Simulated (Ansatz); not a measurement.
This geometry of BCl2F + H2 (6 atoms, charge 0, multiplicity 1) is a first-order saddle point.

Computed with Ansatz, RKS r2SCANh-D4/def2-SVP.

```xyz
6
Properties=species:S:1:pos:R:3
B 0.107 -0.315 0.024
Cl 0.078 0.168 2.085
Cl 1.576 0.294 -0.738
F -1.090 -0.030 -0.463
H 0.225 -1.592 0.294
H 0.163 -1.132 1.254
```

Task: Which two structures does it join? (They come from a converged band through this point; their orientation in space is the band's.)

Result: Bonds broken: B1–Cl2, H5–H6. Bonds formed: B1–H5, Cl2–H6. BCl2F + H2 becomes BClFH + ClH.

First end point:

```xyz
6
Properties=species:S:1:pos:R:3
B 0.023 0.494 0.117
Cl -0.034 0.968 1.796
Cl 1.509 0.547 -0.795
F -1.078 0.102 -0.476
H 0.353 -2.479 0.550
H 0.288 -2.238 1.264
```

Last end point:

```xyz
6
Properties=species:S:1:pos:R:3
B 0.122 -0.374 -0.597
Cl 0.086 -0.095 2.484
Cl 1.510 0.631 -0.954
F -1.079 0.145 -0.698
H 0.258 -1.540 -0.350
H 0.164 -1.374 2.571
```

Task: How far does it lie above each of them?

Result: 1.49 eV above the first and 0.86 eV above the second. This is the barrier of this one path; another mechanism may lie lower. The orbitals stay closed-shell, which can raise the energy where a bond breaks towards radicals; this wasn't checked here.

The run took 3.3 min on 2 threads of Intel(R) Xeon(R) Platinum 8259CL CPU @ 2.50GHz (Skylake/Cascade Lake) (shared host), peak memory 0.18 GiB.
